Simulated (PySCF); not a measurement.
## Structure elucidation problem

Molecular formula: C7H19NSi. Simulated spectra:

¹H NMR (300 MHz, computed): δ 4.30 (d, 1H), 1.09 (d, 3H), 1.08 (d, 3H), 0.96 (s, 9H), 0.72 (m, 1H), -0.11 (br s, 2H).

¹³C{¹H} NMR (computed): δ 27.7 (CH3), 22.5 (CH3), 20.0 (C), 19.7 (CH3), 14.4 (CH).

PySCF calculation with shieldings: GIAO B3LYP/pcSseg-1 and PBE0-D3(BJ)/def2-SVP structure; averaged over atoms made equivalent by symmetry, fast rotation or ring inversion, non-relativistic, isolated molecule, one conformer.

δ = σ(ref) − σ, references computed at the same level: ¹H, ¹³C vs TMS.

Propose a structure and justify it.

## Answers


Rings plus π bonds: 0. 5 carbon signals for 7 carbons: some carbons are equivalent by symmetry or fast rotation. Carbon types of the structure: 1 × C, 1 × CH, 5 × CH3, leaving 3 H on heteroatoms. δC 27.7, 22.5, 19.7: methyl carbon; a saturated carbon with 1 carbon neighbour and no heteroatom attached. δC 20.0: fully substituted sp3 carbon bonded to Si. δC 14.4: sp3 CH bonded to Si. δH 4.30: hydrogen on a silicon bonded to 2 C, N. δH 1.09, 1.08, 0.96: hydrogen on a methyl carbon. δH 0.72: hydrogen on an sp3 CH bonded to Si; an electropositive neighbour shields it, as in TMS itself. δH -0.11: hydrogen on a nitrogen bonded to Si; exchangeable, gas-phase position.

These data were computed for `CC(C)[Si@@H](N)C(C)(C)C`.

The shifts were computed for this structure.

Exchangeable OH/NH protons stand at their gas-phase positions; hydrogen bonding in a real sample shifts them, mostly to higher δ. Shifts are as computed. Against solution values, carbons near 30 ppm lie about +2 ppm off and those near 130 ppm about +6 ppm. Of 1309 compounds with measured shifts, 239 miss one by over three times the rms of a fit or turn the order of signals round; such compounds aren't used in these exercises. No couplings were computed; multiplicities are counted from neighbouring protons, with m where these are inequivalent, close in shift, in a saturated or five-membered ring or joined by F or P, and br s for small geminal =CH2 splittings.
